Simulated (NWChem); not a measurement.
# C$_{2}$H$_{3}$B; SMILES BC#C

```xyz
6

B      0.0000     0.0000    -1.4013
C      0.0000     0.0000     0.1071
C      0.0000     0.0000     1.3282
H      0.0000     0.0000     2.4041
H      0.0000     1.0453    -2.0047
H      0.0000    -1.0453    -2.0047
```
Atoms are numbered in this order, from 1.

All runs: NWChem. All runs use the structure optimised with PBE0/def2-SVP.

Q: What does the run give for CAM-B3LYP/def2-SVP? Quantities: highest occupied level (eV); orbital gap (eV); dipole (D).

A: 
```yaml
highest occupied level (eV): -9.32
orbital gap (eV): 8.14
dipole (D): 1.00
```
